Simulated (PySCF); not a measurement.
C4H11AlO2, singlet, geometry from GFN2-xTB (such geometries of metal compounds can be far from the true shape), atoms displaced at random by about 0.03 Å a coordinate. Base run: PBE0/STO-3G, gradient (PySCF).

Input for PySCF:
```python
from pyscf import gto, scf, dft

mol = gto.Mole()
mol.atom = '''
    Al   -0.47906194    0.96775903    0.46645473
    H    -0.94071525    1.41253432    1.81981395
    O    -0.33504150    2.21123741   -0.67580265
    C    -0.27791220    3.28479130   -1.59475662
    H     0.52717142    3.93969909   -1.23175919
    H    -0.04138670    2.91293810   -2.55973966
    H    -1.23645530    3.83906823   -1.61880988
    O    -0.25492480   -0.63603536    0.27875991
    C     0.08419966   -1.96717574    0.19536594
    C     0.21381900   -2.53570134    1.58129271
    C     1.34593945   -2.20623674   -0.54654373
    H    -0.76088650   -2.48343875   -0.24116966
    H     1.01627699   -2.00949311    2.08887112
    H     0.38841934   -3.61741814    1.60157135
    H    -0.68555594   -2.30062884    2.10754939
    H     1.17867626   -1.79769968   -1.64877042
    H     2.17795317   -1.70540173   -0.07705424
    H     1.59685539   -3.29157366   -0.64213859
'''
mol.basis = 'sto-3g'
mol.verbose = 4
mol.build()

mf = dft.RKS(mol)
mf.xc = 'pbe0'
mf.kernel()
g = mf.nuc_grad_method()
grad = g.kernel()
```

The coordinate followed is z of atom 17.

Variants of this job, named by their change:

| change | dE/dx (Eh/bohr) | net force (Eh/bohr) |
|---|---|---|
| base | -0.004136 | 0.000096 |
| conv_tol = 1e-4 | -0.004135 | 0.000096 |
| finite difference step (bohr) = 1e-4; conv_tol = 1e-11 | -0.004132 | - |
| grid_response = on | -0.004132 | 0.000000 |
| grids.level = 1; grid_response = off | -0.004125 | 0.000301 |
| finite difference step (bohr) = 0.05; conv_tol = 1e-11 | -0.004101 | - |
| finite difference step (bohr) = 0.01; conv_tol = 1e-11 | -0.004131 | - |
| grids.level = 0; grid_response = on | -0.004274 | 0.000000 |
| finite difference step (bohr) = 1e-3; conv_tol = 1e-11 | -0.004132 | - |
| grids.level = 0; grid_response = off | -0.004555 | 0.002720 |
| grids.level = 5; grid_response = on | -0.004136 | 0.000000 |
| density fitting = on; auxbasis_response = off | -0.004159 | 0.001493 |

The net force is zero for an exact gradient.
